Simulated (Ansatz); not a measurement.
`OC1C[SiH2][SiH2]1` at its PBE0-D4/def2-TZVP geometry, where that method's forces vanish. The species carries charge 0 and has multiplicity 1.

```xyz
13

O     1.7547    0.5762   -1.2473
C     0.8700    0.3584   -0.1662
C    -0.5037    0.9806   -0.4573
Si   -1.5464   -0.0299    0.7752
Si    0.2669   -1.4118    0.3254
H     2.5977    0.1621   -1.0466
H     1.2617    0.8265    0.7525
H    -0.5173    2.0714   -0.4110
H    -0.8143    0.6818   -1.4653
H    -2.9345   -0.3500    0.3539
H    -1.5728    0.5594    2.1412
H     0.0666   -2.2604   -0.8822
H     1.0714   -2.1643    1.3277
```

Q: What forces (eV/Å) does ωB97M-V/def2-TZVPP give on these atoms in Ansatz? (Best estimate.)

A: Ansatz gave: 
```
O1   0.220  0.002 -0.179
C2  -0.074 -0.146  0.339
C3  -0.163  0.102 -0.042
Si4 -0.095  0.018  0.065
Si5  0.047 -0.067 -0.038
H6  -0.046  0.029 -0.034
H7  -0.035 -0.017 -0.072
H8   0.008 -0.092 -0.006
H9   0.035  0.013  0.057
H10  0.157  0.036  0.048
H11  0.006 -0.061 -0.150
H12  0.025  0.096  0.124
H13 -0.086  0.087 -0.113
```
